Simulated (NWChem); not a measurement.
System meant: MoSiH4S2O2; SMILES [O]=[Mo](=[S])([SH])[O][SiH3]

The following NWChem deck was run.

```
start job
memory heap 200 mb stack 900 mb global 1100 mb
geometry units angstroms noautoz
  Mo     0.004175    -0.424528     0.327839
  O     -0.337797    -0.672438     1.939627
  S      2.000934    -0.981972    -0.075418
  S     -1.285353    -1.900641    -0.926179
  H     -2.360430    -1.785509    -0.107839
  O     -0.303078     1.333662    -0.134688
  Si    -0.215206     3.007148    -0.257948
  H      1.116519     3.378747    -0.813436
  H     -0.398522     3.600214     1.096592
  H     -1.305686     3.449072    -1.170867
end
basis spherical
  * library def2-svp
end
ecp
  Mo library def2-ecp
end
dft
  xc xpbe96 cpbe96
  iterations 4
  mulliken
end
task dft energy
```

End of the output:

```
    Atom       Charge   Shell Charges
 -----------   ------   -------------------------------------------------------
    1 Mo  14    14.76   0.00  0.98  0.93  0.35  0.14  5.63  1.02  0.48  3.54  1.57  0.12
    2 O    8     8.28   1.98  1.00  0.66  2.81  1.81  0.02
    3 S   16    15.20   2.00  1.96  0.97  0.66  5.79  1.65  2.12  0.05
    4 S   16    15.88   2.00  1.95  0.98  0.62  5.81  1.97  2.49  0.05
    5 H    1     0.94   0.58  0.28  0.08
    6 O    8     8.22   1.97  0.91  0.59  2.73  2.00  0.01
    7 Si  14    13.46   2.00  1.93  0.66  0.33  5.81  1.26  1.08  0.39
    8 H    1     1.09   0.64  0.42  0.02
    9 H    1     1.09   0.64  0.42  0.02
   10 H    1     1.09   0.65  0.42  0.02

 center of mass
 --------------
 x =   0.03250997 y =  -0.11535952 z =   0.03367356

 moments of inertia (a.u.)
 ------------------
        2084.769962212757           0.000000000000          -0.000000000000
           0.000000000000        1056.645525092896           0.000000000000
          -0.000000000000           0.000000000000        2459.990962687871

     Multipole analysis of the density
     ---------------------------------

     L   x y z        total         alpha         beta         nuclear
     -   - - -        -----         -----         ----         -------
     0   0 0 0      0.000000    -40.000000    -40.000000     80.000000

     1   1 0 0      1.405130      2.264132      2.264132     -3.123134
     1   0 1 0      0.767913     -8.916775     -8.916775     18.601463
     1   0 0 1     -1.308868      5.968630      5.968630    -13.246127

     2   2 0 0    -47.069968   -210.235535   -210.235535    373.401103
     2   1 1 0     -2.283761     -3.346703     -3.346703      4.409645
     2   1 0 1     -4.619099     -0.789825     -0.789825     -3.039449
     2   0 2 0    -51.249221   -491.053575   -491.053575    930.857929
     2   0 1 1      0.770262     -1.609983     -1.609983      3.990228
     2   0 0 2    -60.004591   -114.407648   -114.407648    168.810706

 ------------------------------------------------------------------------
 dft energy failed                                                                                  0
 ------------------------------------------------------------------------
 ------------------------------------------------------------------------
  current input line :
    26: task dft energy
 ------------------------------------------------------------------------
 ------------------------------------------------------------------------
 This type of error is most commonly associated with calculations not reaching convergence criteria
 ------------------------------------------------------------------------
 For more information see the NWChem manual at https://nwchemgit.github.io

0:dft energy failed:Received an Error in Communication
```

Question: Find the fault in this run and fix the input.

Answer: Convergence was not reached. Cause: the SCF was allowed too few iterations. This input runs:
```
start job
memory heap 200 mb stack 900 mb global 1100 mb
geometry units angstroms noautoz
  Mo     0.004175    -0.424528     0.327839
  O     -0.337797    -0.672438     1.939627
  S      2.000934    -0.981972    -0.075418
  S     -1.285353    -1.900641    -0.926179
  H     -2.360430    -1.785509    -0.107839
  O     -0.303078     1.333662    -0.134688
  Si    -0.215206     3.007148    -0.257948
  H      1.116519     3.378747    -0.813436
  H     -0.398522     3.600214     1.096592
  H     -1.305686     3.449072    -1.170867
end
basis spherical
  * library def2-svp
end
ecp
  Mo library def2-ecp
end
dft
  xc xpbe96 cpbe96
  iterations 150
  mulliken
end
task dft energy
```
It converges to -1306.06876 Ha (PBE/def2-SVP with def2 effective core potentials on Mo).
